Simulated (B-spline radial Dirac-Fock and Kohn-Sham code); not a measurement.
## What relativity does to the binding energies of Ga¹⁰⁺

System: the Ga¹⁰⁺ ion, [Ar] 3d3.

Both columns are ΔSCF binding energies of the configuration average from a radial finite-basis atomic code: non-relativistic Hartree-Fock with a point nucleus, and Dirac-Fock with a finite nucleus and the Coulomb interaction alone, averaged over the two j levels with weights 2j+1.

```
shell  Hartree-Fock (eV)  Dirac-Fock (eV)  shift (eV)  shift (%)
   1s            10549.1          10686.3     +137.17      +1.30
   2s             1578.8           1609.1      +30.33      +1.92
   2p             1422.4           1428.9       +6.54      +0.46
   3s              414.5            420.5       +6.00      +1.45
   3p              358.8            360.3       +1.51      +0.42
   3d              278.4            277.5       -0.95      -0.34
```

Relativity binds 1s, 2s, 2p, 3s, 3p more strongly, among those listed most of all 2s in relative terms, and 3d more weakly, because the contracted s and p shells screen the nucleus better.

Values without a named source are computed, but for edge energies of neutral atoms, which are taken from tables.
